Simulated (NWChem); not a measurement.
System: GaHF2; SMILES [F][GaH][F]

Here is an NWChem input.

```
start job
memory heap 200 mb stack 900 mb global 1100 mb
geometry units angstroms noautoz
  Ga     0.000000     0.000000    -0.313506
  H      0.000000     0.000000    -1.863628
  F     -1.454414     0.000000     0.655270
  F      1.454414     0.000000     0.655270
end
basis spherical
  * library 6-311g**
end
dft
  xc xtpss03 ctpss03
  iterations 150
  mulliken
end
task dft energy
```

Parts of the log:

```
             Northwest Computational Chemistry Package (NWChem) 7.3.0
             --------------------------------------------------------

 C2V symmetry detected

                             Geometry "geometry" -> ""
                             -------------------------

 Output coordinates in angstroms (scale by  1.889725989 to convert to a.u.)

  No.       Tag          Charge          X              Y              Z
 ---- ---------------- ---------- -------------- -------------- --------------
    1 Ga                  31.0000     0.00000000     0.00000000    -0.31775692
    2 H                    1.0000     0.00000000     0.00000000    -1.86787892
    3 F                    9.0000    -1.45441400     0.00000000     0.65101908
    4 F                    9.0000     1.45441400     0.00000000     0.65101908

 Effective nuclear repulsion energy (a.u.)     197.5639432455

      Symmetry information
      --------------------

 Group name             C2v
 Group number             16
 Group order               4
 No. of unique centers     3

                                 NWChem DFT Module
                                 -----------------

 Summary of "ao basis" -> "ao basis" (spherical)
 ------------------------------------------------------------------------------
       Tag                 Description            Shells   Functions and Types
 ---------------- ------------------------------  ------  ---------------------
 Ga                         6-311g**                18       44   8s7p3d
 H                          6-311g**                 4        6   3s1p
 F                          6-311g**                 8       18   4s3p1d

      Symmetry analysis of basis
      --------------------------

        a1         38
        a2          8
        b1         24
        b2         16

            General Information
            -------------------
          SCF calculation type: DFT
          Wavefunction type:  closed shell.
          No. of atoms     :     4
          No. of electrons :    50
           Alpha electrons :    25
            Beta electrons :    25
          Charge           :     0
          Spin multiplicity:     1
          Use of symmetry is: on ; symmetry adaption is: on
          Maximum number of iterations: 150
          AO basis - number of functions:    86
                     number of shells:    38
          Convergence on energy requested:  1.00D-06
          Convergence on density requested:  1.00D-05
          Convergence on gradient requested:  5.00D-04

              XC Information
              --------------
                  TPSS metaGGA Exchange Functional  1.000
             TPSS03 metaGGA Correlation Functional  1.000

             Grid Information
             ----------------
          Grid used for XC integration:  medium
          Radial quadrature: Mura-Knowles
          Angular quadrature: Lebedev.
          Tag              B.-S. Rad. Rad. Pts. Rad. Cut. Ang. Pts.
          ---              ---------- --------- --------- ---------
          Ga                  1.30      112           8.0       590
          H                   0.35       45           9.0       434
          F                   0.50       49           8.0       434
          Grid pruning is: on
          Number of quadrature shells:   206
          Spatial weights used:  Erf1

      Superposition of Atomic Density Guess
      -------------------------------------

 Sum of atomic energies:       -2122.49251992

      Non-variational initial energy
      ------------------------------

 Total energy =   -2122.514867
 1-e energy   =   -3357.748560
 2-e energy   =    1037.669750
 HOMO         =      -0.470661
 LUMO         =      -0.023143

      Symmetry analysis of molecular orbitals - initial
      -------------------------------------------------

  Numbering of irreducible representations:

     1 a1          2 a2          3 b1          4 b2

  Orbital symmetries:

     1 a1          2 a1          3 a1          4 b1          5 b2
     6 a1          7 b1          8 a1          9 a1         10 b1
    11 b2         12 a1         13 b1         14 a1         15 b1
    16 a2         17 b2         18 a1         19 a1         20 b1
    21 a1         22 b2         23 a2         24 b1         25 a1
    26 a1         27 b2         28 b1         29 a1         30 b2
    31 a1         32 b1         33 a1         34 b2         35 a1

     ---------------------------------------------
      Total Density - Mulliken Population Analysis
     ---------------------------------------------

    Atom       Charge   Shell Charges
 -----------   ------   -------------------------------------------------------
    1 Ga  31    29.45   0.77  1.18  1.04  0.94  0.88  1.16  0.71  0.27  0.50  5.48  4.55  1.44  0.32  0.10  0.05  8.08  1.87  0.11
    2 H    1     1.01   0.19  0.50  0.32  0.01
    3 F    9     9.77   1.08  0.92  1.23  1.11  2.56  0.89  1.98  0.00
    4 F    9     9.77   1.08  0.92  1.23  1.11  2.56  0.89  1.98  0.00

   convergence    iter        energy       DeltaE   RMS-Dens  Diis-err
 ---------------- ----- ----------------- --------- --------- ---------
 d= 0,ls=0.0,diis     1  -2125.0910679282 -2.32D+03  2.31D-02  3.28D+00
 d= 0,ls=0.0,diis     2  -2124.3316126737  7.59D-01  1.88D-02  9.87D+00
 d= 0,ls=0.0,diis     3  -2125.1922015797 -8.61D-01  2.92D-03  6.96D-01
 d= 0,ls=0.0,diis     4  -2125.2351811914 -4.30D-02  1.15D-03  1.25D-01
 d= 0,ls=0.0,diis     5  -2125.2397987882 -4.62D-03  4.68D-04  7.84D-03
  Resetting Diis
 d= 0,ls=0.0,diis     6  -2125.2401179963 -3.19D-04  1.05D-04  3.10D-04
 d= 0,ls=0.0,diis     7  -2125.2401466968 -2.87D-05  2.85D-05  4.68D-06
 d= 0,ls=0.0,diis     8  -2125.2401455374  1.16D-06  1.88D-05  2.06D-05
 d= 0,ls=0.0,diis     9  -2125.2401470928 -1.56D-06  2.64D-06  1.74D-07
 d= 0,ls=0.0,diis    10  -2125.2401471069 -1.40D-08  5.43D-07  1.51D-08

         Total DFT energy =    -2125.240147106888
      One electron energy =    -3357.046623564162
           Coulomb energy =     1130.669731063429
    Exchange-Corr. energy =      -96.427197851657
 Nuclear repulsion energy =      197.563943245503

 Numeric. integr. density =       49.999996411682

                  Occupations of the irreducible representations
                  ----------------------------------------------

                     irrep           alpha         beta
                     --------     --------     --------
                     a1               12.0         12.0
                     a2                2.0          2.0
                     b1                7.0          7.0
                     b2                4.0          4.0

                       DFT Final Molecular Orbital Analysis
                       ------------------------------------

 Vector   23  Occ=2.000000D+00  E=-3.366765D-01  Symmetry=a2
              MO Center= -3.4D-13, -6.8D-15,  6.3D-01, r^2= 2.6D+00
   Bfn.  Coefficient  Atom+Function         Bfn.  Coefficient  Atom+Function
  ----- ------------  ---------------      ----- ------------  ---------------
    58      0.312588  3 F  py                76     -0.312588  4 F  py
    62      0.309927  3 F  py                80     -0.309927  4 F  py
    54      0.223627  3 F  py                72     -0.223627  4 F  py
    30      0.101042  1 Ga d -2              40     -0.063270  1 Ga d -2

 Vector   24  Occ=2.000000D+00  E=-3.297272D-01  Symmetry=b1
              MO Center= -4.2D-13,  6.6D-15,  6.2D-01, r^2= 2.6D+00
   Bfn.  Coefficient  Atom+Function         Bfn.  Coefficient  Atom+Function
  ----- ------------  ---------------      ----- ------------  ---------------
    57      0.246088  3 F  px                75      0.246088  4 F  px
    61      0.241769  3 F  px                79      0.241769  4 F  px
    63      0.204938  3 F  pz                81     -0.204938  4 F  pz
    59      0.198779  3 F  pz                77     -0.198779  4 F  pz
    53      0.174617  3 F  px                71      0.174617  4 F  px

 Vector   25  Occ=2.000000D+00  E=-3.220640D-01  Symmetry=a1
              MO Center=  4.5D-13,  2.4D-14, -3.3D-02, r^2= 3.2D+00
   Bfn.  Coefficient  Atom+Function         Bfn.  Coefficient  Atom+Function
  ----- ------------  ---------------      ----- ------------  ---------------
    59      0.266851  3 F  pz                77      0.266851  4 F  pz
    63      0.250996  3 F  pz                81      0.250996  4 F  pz
    47      0.196316  2 H  s                 55      0.188393  3 F  pz
    73      0.188393  4 F  pz                46      0.185722  2 H  s
    32     -0.138786  1 Ga d  0              45      0.114576  2 H  s

 Vector   26  Occ=0.000000D+00  E=-7.294454D-02  Symmetry=b2
              MO Center= -7.9D-15, -4.0D-15, -4.2D-01, r^2= 3.7D+00
   Bfn.  Coefficient  Atom+Function         Bfn.  Coefficient  Atom+Function
  ----- ------------  ---------------      ----- ------------  ---------------
    25      0.476336  1 Ga py                28      0.375693  1 Ga py
    22      0.310945  1 Ga py                16     -0.197189  1 Ga py
    62     -0.148321  3 F  py                80     -0.148321  4 F  py
    58     -0.121370  3 F  py                76     -0.121370  4 F  py
    41     -0.094413  1 Ga d -1              54     -0.088950  3 F  py

 Vector   27  Occ=0.000000D+00  E=-6.884218D-02  Symmetry=a1
              MO Center=  1.6D-14, -1.3D-14, -3.8D-01, r^2= 3.6D+00
   Bfn.  Coefficient  Atom+Function         Bfn.  Coefficient  Atom+Function
  ----- ------------  ---------------      ----- ------------  ---------------
     8      0.900908  1 Ga s                 47     -0.602817  2 H  s
     7      0.545612  1 Ga s                 46     -0.281396  2 H  s
     6     -0.250278  1 Ga s                 60     -0.210982  3 F  s
    78     -0.210982  4 F  s                 29      0.156907  1 Ga pz
    61     -0.152957  3 F  px                79      0.152957  4 F  px

 Vector   28  Occ=0.000000D+00  E= 4.344992D-03  Symmetry=b1
              MO Center= -4.0D-14, -5.1D-16, -6.4D-01, r^2= 7.0D+00
   Bfn.  Coefficient  Atom+Function         Bfn.  Coefficient  Atom+Function
  ----- ------------  ---------------      ----- ------------  ---------------
    27      0.853869  1 Ga px                43      0.228685  1 Ga d  1
    21      0.183818  1 Ga px                60      0.146486  3 F  s
    78     -0.146486  4 F  s                 24      0.131406  1 Ga px
    15     -0.109496  1 Ga px                56      0.105941  3 F  s
    74     -0.105941  4 F  s                 33     -0.094283  1 Ga d  1

     ---------------------------------------------
      Total Density - Mulliken Population Analysis
     ---------------------------------------------

    Atom       Charge   Shell Charges
 -----------   ------   -------------------------------------------------------
    1 Ga  31    30.02   0.77  1.18  1.03  0.95  0.89  1.15  0.88  0.09  0.50  5.47  4.59  1.40  0.59  0.25  0.08  7.99  1.92  0.28
    2 H    1     1.08   0.23  0.57  0.27  0.01
    3 F    9     9.45   1.08  0.92  1.18  1.09  2.29  0.92  1.98  0.00
    4 F    9     9.45   1.08  0.92  1.18  1.09  2.29  0.92  1.98  0.00

     -------------------------------------------
      Total Density - Lowdin Population Analysis
     -------------------------------------------

    Atom       Charge   Shell Charges
 -----------   ------   -------------------------------------------------------
    1 Ga  31    30.65   0.92  1.08  1.02  0.93  0.83  1.16  0.61  0.30  0.86  5.08  4.02  1.93  0.64  0.57  0.16  7.74  2.14  0.66
    2 H    1     1.08   0.23  0.47  0.35  0.03
    3 F    9     9.14   1.03  0.96  1.18  1.00  2.30  0.76  1.91  0.00
    4 F    9     9.14   1.03  0.96  1.18  1.00  2.30  0.76  1.91  0.00

     Multipole analysis of the density
     ---------------------------------

     L   x y z        total         alpha         beta         nuclear
     -   - - -        -----         -----         ----         -------
     0   0 0 0     -0.000000    -25.000000    -25.000000     50.000000

     1   1 0 0      0.000000      0.000000      0.000000      0.000000
     1   0 1 0      0.000000      0.000000      0.000000      0.000000
     1   0 0 1     -0.907161     -0.453580     -0.453580      0.000000

     2   2 0 0    -23.666244    -79.818619    -79.818619    135.970993
     2   1 1 0      0.000000      0.000000      0.000000      0.000000
     2   1 0 1     -0.000000     -0.000000     -0.000000      0.000000
     2   0 2 0    -16.861662     -8.430831     -8.430831      0.000000
     2   0 1 1      0.000000      0.000000      0.000000      0.000000
     2   0 0 2    -20.145059    -35.512596    -35.512596     50.880132
```

Level: TPSS/6-311G** (spherical d). Structure relaxed at the B3LYP/6-31G* (spherical d) level.
